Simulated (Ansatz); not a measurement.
CH7AlSSi2. Total charge 0; spin multiplicity 1. The bonds changed during the relaxation, so this is another structure than the one it started from. The structure was optimised at the PBE0-D4/def2-TZVP level. It is one conformer, not always the lowest.

```xyz
12

Si    1.601    1.633    0.021
S    -0.419    1.056   -0.491
C    -0.193   -0.771   -0.543
Al   -0.762   -0.463    1.331
Si   -1.947   -1.498   -0.379
H     1.585    3.084    0.327
H     2.042    0.828    1.186
H     2.473    1.365   -1.148
H     0.574   -1.088   -1.245
H    -0.116   -0.136    2.731
H    -1.829   -2.979   -0.469
H    -3.008   -1.031   -1.320
```

Q: What is the dipole moment at ωB97M-V/def2-TZVPP? (An estimate is asked.)

A: The calculation gave: 1.93 D, with components (1.63, 1.00, 0.27) D in this frame, pointing from negative to positive charge.

Q: And with PBE, r2SCAN, B3LYP? (Estimate.)

A: Ansatz gave: PBE 1.89 D, r2SCAN 1.94 D, B3LYP 1.87 D.

Q: Give the Mulliken charges with ωB97M-V, r2SCAN, B3LYP in def2-TZVPP. (Best estimate.)

A: Computed: 
| atom | ωB97M-V | r2SCAN | B3LYP |
| --- | --- | --- | --- |
| Si1 | 0.16 | 0.31 | 0.29 |
| S2 | -0.08 | -0.14 | -0.14 |
| C3 | -0.32 | -0.27 | -0.24 |
| Al4 | 0.19 | 0.30 | 0.24 |
| Si5 | 0.06 | 0.14 | 0.11 |
| H6 | 0.00 | -0.05 | -0.04 |
| H7 | 0.01 | -0.04 | -0.03 |
| H8 | 0.00 | -0.05 | -0.04 |
| H9 | 0.13 | 0.09 | 0.11 |
| H10 | -0.07 | -0.12 | -0.10 |
| H11 | -0.03 | -0.08 | -0.07 |
| H12 | -0.04 | -0.09 | -0.08 |

B3LYP here is the variant with VWN-RPA as its local correlation; programs differ in this.
